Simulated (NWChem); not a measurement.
Program: NWChem. System: CH5Si, charge 0, spin multiplicity 2, at a geometry optimised with UB3LYP/def2-SVP. The structure started from a generated list of species. Its SCF solution wasn't tested for a lower state. Level: UCCSD(T)/cc-pVDZ, 6 core orbitals frozen.

Job file:

```
start mol
memory heap 100 mb stack 700 mb global 1900 mb
geometry units angstroms nocenter noautoz
  C     -0.154013     1.199984     0.000000
  Si     0.169934    -0.665019     0.000000
  H      0.283706     1.675532     0.891746
  H      0.283706     1.675532    -0.891746
  H     -1.238763     1.406552     0.000000
  H     -0.391820    -1.323630     1.221402
  H     -0.391820    -1.323630    -1.221402
  symmetry group Cs
end
basis spherical
  * library cc-pvdz
end
scf
  uhf
  nopen 1
  maxiter 100
  thresh 1e-7
  semidirect memsize 60000000 filesize 0
  # guess.movecs holds the orbitals of an unrestricted PBE0 run
  vectors input guess.movecs output mol.movecs
end
tce
  freeze core 6
  ccsd(t)
  thresh 1e-6
  maxiter 100
  tilesize 24
end
task tce energy
```

NWChem printed:

```
             Northwest Computational Chemistry Package (NWChem) 7.3.0
             --------------------------------------------------------

                                NWChem Input Module
                                -------------------

 Scaling coordinates for geometry "geometry" by  1.889725989
 (inverse scale =  0.529177249)

 Turning off AUTOSYM since
 SYMMETRY directive was detected!

                             Geometry "geometry" -> ""
                             -------------------------

 Output coordinates in angstroms (scale by  1.889725989 to convert to a.u.)

  No.       Tag          Charge          X              Y              Z
 ---- ---------------- ---------- -------------- -------------- --------------
    1 C                    6.0000    -0.15401300     1.19998400     0.00000000
    2 Si                  14.0000     0.16993400    -0.66501900     0.00000000
    3 H                    1.0000     0.28370600     1.67553200     0.89174600
    4 H                    1.0000     0.28370600     1.67553200    -0.89174600
    5 H                    1.0000    -1.23876300     1.40655200     0.00000000
    6 H                    1.0000    -0.39182000    -1.32363000     1.22140200
    7 H                    1.0000    -0.39182000    -1.32363000    -1.22140200

 Effective nuclear repulsion energy (a.u.)      55.2177346705

            Nuclear Dipole moment (a.u.)
            ----------------------------
        X                 Y               Z
 ---------------- ---------------- ----------------
     0.0000132281    -0.0000113384     0.0000000000

      Symmetry information
      --------------------

 Group name             Cs
 Group number              2
 Group order               2
 No. of unique centers     5

      Symmetry unique atoms

     1    2    3    5    6


 Summary of "ao basis" -> "" (spherical)
 ------------------------------------------------------------------------------
       Tag                 Description            Shells   Functions and Types
 ---------------- ------------------------------  ------  ---------------------
 *                          cc-pvdz                   on all atoms

 Summary of "ao basis" -> "ao basis" (spherical)
 ------------------------------------------------------------------------------
       Tag                 Description            Shells   Functions and Types
 ---------------- ------------------------------  ------  ---------------------
 C                          cc-pvdz                  6       14   3s2p1d
 Si                         cc-pvdz                  8       18   4s3p1d
 H                          cc-pvdz                  3        5   2s1p

                                 NWChem SCF Module
                                 -----------------

  ao basis        = "ao basis"
  functions       =    57
  atoms           =     7
  alpha electrons =    13
  beta  electrons =    12
  charge          =   0.00
  wavefunction    = UHF
  use symmetry    = T
  symmetry adapt  = T

 Summary of "ao basis" -> "ao basis" (spherical)
 ------------------------------------------------------------------------------
       Tag                 Description            Shells   Functions and Types
 ---------------- ------------------------------  ------  ---------------------
 C                          cc-pvdz                  6       14   3s2p1d
 Si                         cc-pvdz                  8       18   4s3p1d
 H                          cc-pvdz                  3        5   2s1p
[...]
    7 H    1     0.56   0.36  0.19  0.01

   Mulliken analysis of the spin density
   -------------------------------------

    Atom       Charge   Shell Charges
 -----------   ------   -------------------------------------------------------
    1 C    6    -0.01   0.00  0.00 -0.00  0.00 -0.02  0.00
    2 Si  14     1.00  -0.00 -0.00  0.07  0.15 -0.00  0.39  0.40  0.01
    3 H    1    -0.00   0.00 -0.00 -0.00
    4 H    1    -0.00   0.00 -0.00 -0.00
    5 H    1     0.02   0.02  0.00 -0.00
    6 H    1    -0.00   0.00 -0.01  0.00
    7 H    1    -0.00   0.00 -0.01  0.00

       Multipole analysis of the density wrt the origin
       ------------------------------------------------

     L   x y z        total         alpha         beta         nuclear
     -   - - -        -----         -----         ----         -------
     0   0 0 0     -0.000000    -13.000000    -12.000000     25.000000

     1   1 0 0      0.012514     -0.662384      0.674885      0.000013
     1   0 1 0      0.300156      0.865234     -0.565067     -0.000011
     1   0 0 1     -0.000000      0.000000     -0.000000      0.000000

     2   2 0 0    -16.852553    -15.745385    -10.210396      9.103228
     2   1 1 0     -0.039830      5.532999      3.159951     -8.732780
     2   1 0 1      0.000000      0.000000      0.000000      0.000000
     2   0 2 0    -17.235595    -56.937938    -52.889890     92.592233
     2   0 1 1     -0.000000     -0.000000     -0.000000      0.000000
     2   0 0 2    -16.958311    -17.478093    -15.814508     16.334289

                   NWChem Extensible Many-Electron Theory Module
                   ---------------------------------------------


            General Information
            -------------------
      Number of processors :     1
         Wavefunction type : Unrestricted Hartree-Fock
          No. of electrons :    25
           Alpha electrons :    13
            Beta electrons :    12
           No. of orbitals :   114
            Alpha orbitals :    57
             Beta orbitals :    57
        Alpha frozen cores :     6
         Beta frozen cores :     6
     Alpha frozen virtuals :     0
      Beta frozen virtuals :     0
         Spin multiplicity : doublet
    Number of AO functions :    57
       Number of AO shells :    29
        Use of symmetry is : on
      Symmetry adaption is : on
         Schwarz screening : 0.10D-09

          Correlation Information
          -----------------------
          Calculation type : Coupled-cluster singles & doubles w/ perturbation
   Perturbative correction : (T)
            Max iterations :      100
        Residual threshold : 0.10D-05
     T(0) DIIS level shift : 0.00D+00
     L(0) DIIS level shift : 0.00D+00
     T(1) DIIS level shift : 0.00D+00
     L(1) DIIS level shift : 0.00D+00
     T(R) DIIS level shift : 0.00D+00
     T(I) DIIS level shift : 0.00D+00
   CC-T/L Amplitude update :  5-th order DIIS
                I/O scheme : Global Array Library
        L-threshold :  0.10D-05
        EOM-threshold :  0.10D-05
 no EOMCCSD initial starts read in
 TCE RESTART OPTIONS
 SLICE:      F
 D4D5:       F
 quantumc:   F
 qrotation:  F
 pwtce:      F
 qducc:      F
 nacto:                         0
 nrotv:                         0
 nrot:                          0

            Memory Information
            ------------------
          Available GA space size is     249030302 doubles
          Available MA space size is     104853268 doubles

 Maximum block size supplied by input
 Maximum block size        24 doubles

 tile_dim =     17

 -------------------------------------------------
   1    alpha     a'     5 doubles       0       1
   2    alpha     a"     2 doubles       5       2
   3    beta      a'     4 doubles       7       3
   4    beta      a"     2 doubles      11       4
   5    alpha     a'    13 doubles      13       5
   6    alpha     a'    14 doubles      26       6
   7    alpha     a"    17 doubles      40       7
   8    beta      a'    14 doubles      57       8
   9    beta      a'    14 doubles      71       9
  10    beta      a"    17 doubles      85      10

 Global array virtual files algorithm will be used

 Parallel file system coherency ......... OK


 half-transformed integrals in memory

 2-e (intermediate) file size =        19149606
 2-e (intermediate) file name = ./mol.v2i

 2-e integrals stored in memory



CCSD iterations
 ---------------------------------------------------------
 Iter          Residuum       Correlation     Cpu    Wall
 ---------------------------------------------------------
    1   0.1401973582072  -0.2374443958907     0.1     0.1
    2   0.0405659683917  -0.2664537708706     0.1     0.1
    3   0.0149990710802  -0.2730935453966     0.1     0.1
    4   0.0063651117597  -0.2750508137227     0.1     0.1
    5   0.0029813677167  -0.2757400653626     0.1     0.1
    6   0.0006288120200  -0.2762363492094     0.1     0.1
    7   0.0003357251874  -0.2762178074459     0.1     0.1
    8   0.0002102034701  -0.2762195788740     0.1     0.1
    9   0.0001365073582  -0.2762205579661     0.1     0.1
   10   0.0000897449543  -0.2762215912573     0.1     0.1
   11   0.0000090065941  -0.2762235947319     0.1     0.1
   12   0.0000039142064  -0.2762241440783     0.1     0.1
   13   0.0000022186640  -0.2762242337847     0.1     0.1
   14   0.0000013491008  -0.2762242546167     0.1     0.1
   15   0.0000008424248  -0.2762242551823     0.1     0.1
 -----------------------------------------------------------------
 Iterations converged
 CCSD correlation energy / hartree =        -0.276224255182281
 CCSD total energy / hartree       =      -329.948001720777711

 Singles contributions

 Doubles contributions
 CCSD(T)
 Using plain CCSD(T) code
             total no. of tasks          148
 total no. of tasks / no. procs          148
                         wl_min        22984           5.3
                         wl_max       505750           8.9
        thresh for no. of tasks          148

 CCSD[T]  correction energy / hartree =        -0.007055876380669
 CCSD[T] correlation energy / hartree =        -0.283280131562950
 CCSD[T] total energy / hartree       =      -329.955057597158373
 CCSD(T)  correction energy / hartree =        -0.006892517842312
 CCSD(T) correlation energy / hartree =        -0.283116773024593
 CCSD(T) total energy / hartree       =      -329.954894238620000

 Task  times  cpu:       10.8s     wall:       10.8s

 Total times  cpu:       10.9s     wall:       10.9s
```
